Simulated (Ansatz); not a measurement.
`[CH2][Si](Cl)(Cl)Cl` radical at its PBE0-D4/def2-TZVP geometry, where that method's forces vanish. Total charge 0; spin multiplicity 2.

```json
{"atom": "C1", "x (Å)": "-0.644", "y (Å)": "-0.979", "z (Å)": "-0.151"}
{"atom": "Si2", "x (Å)": "0.345", "y (Å)": "0.529", "z (Å)": "0.071"}
{"atom": "Cl3", "x (Å)": "-0.765", "y (Å)": "2.171", "z (Å)": "-0.393"}
{"atom": "Cl4", "x (Å)": "0.976", "y (Å)": "0.719", "z (Å)": "2.001"}
{"atom": "Cl5", "x (Å)": "1.992", "y (Å)": "0.471", "z (Å)": "-1.125"}
{"atom": "H6", "x (Å)": "-1.719", "y (Å)": "-0.981", "z (Å)": "-0.008"}
{"atom": "H7", "x (Å)": "-0.185", "y (Å)": "-1.930", "z (Å)": "-0.396"}
```

(1) For each bond, give half the difference of the two atoms' forces along it (eV/Å; positive pushes the atoms apart) under PBE-D4, r2SCAN-D4, B3LYP-D4, ωB97M-V in def2-TZVPP. (Estimate.)

Results:

(1) Computed: 
```tsv
bond	length (Å)	PBE-D4	r2SCAN-D4	B3LYP-D4	ωB97M-V
C1–Si2	1.817	-0.11	-0.02	-0.04	0.00
C1–H6	1.084	0.13	-0.01	-0.07	-0.07
C1–H7	1.084	0.13	-0.01	-0.07	-0.07
Si2–Cl3	2.035	0.19	0.05	0.16	0.03
Si2–Cl4	2.040	0.21	0.06	0.17	0.03
Si2–Cl5	2.036	0.19	0.05	0.16	0.03
```

B3LYP here is the variant with VWN-RPA as its local correlation; programs differ in this.
